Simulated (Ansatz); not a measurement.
`O[SiH2]/C=C\[SiH](O)O` + `O[SiH2]O` → `O[SiH2]O[SiH](O)O` + `C=C[SiH2]O`  (ligand exchange at the Si–C bond)

Computed with Ansatz on PBE0-D4/def2-TZVP structures; ΔE is electronic, products minus reactants. CCSD(T)/CBS is the MP2 limit (def2-TZVPP, def2-QZVPP) plus CCSD(T) − MP2 in def2-TZVPP, frozen cores. DFT in def2-TZVPP. B3LYP here is the variant with VWN-RPA as its local correlation; programs differ in this. One conformer a species, not always the lowest.

Is it downhill or uphill in electronic energy at CCSD(T)/CBS, and by how much? (Estimate.)

The calculation gave: Downhill: ΔE = -31.8 kcal/mol.

What do these levels give: r2SCAN-D4, B3LYP-D4, ωB97X-V, B3LYP, SCS-MP2/def2-TZVPP, SCS-MP2/def2-QZVPP? (An estimate is asked.)

The calculation gave: r2SCAN-D4 -30.9, B3LYP-D4 -30.7, ωB97X-V -31.2, B3LYP -32.0, SCS-MP2/def2-TZVPP -32.5, SCS-MP2/def2-QZVPP -32.8 kcal/mol.

Largest T1 diagnostic among the species: 0.012.

From PBE to PBE0 (25 % exact exchange), in def2-TZVPP and without D4, ΔE moves by −2.2 kcal/mol. The D4 term adds +1.2 kcal/mol with B3LYP and +0.7 kcal/mol with PBE0; it sums over pairs of atoms, weighted by their polarisabilities, and B3LYP, whose exchange is more repulsive, gets the larger term.
